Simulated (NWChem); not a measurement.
Species: C4H6Si; SMILES C#CC(=C)[SiH3]

B3LYP is NWChem's, with the RPA form of VWN correlation.

### Question
Give the equilibrium geometry at B3LYP/6-31G* (spherical d) (NWChem) as a Z-matrix, with the point group.

### Answer
point group Cs; any orientation.
```
C
C 1 1.3488
H 2 1.0865 1 121.44
H 2 1.0879 3 116.71 1 180.00
C 1 1.4273 2 121.77 3 180.00
C 5 1.2119 2 155.61 3 180.00
H 6 1.0661 2 162.03 3 180.00
Si 1 1.8896 2 121.24 3 0.00
H 8 1.4867 1 110.51 2 120.07
H 8 1.4867 9 108.30 1 -121.19
H 8 1.4878 9 109.51 10 -119.36
```
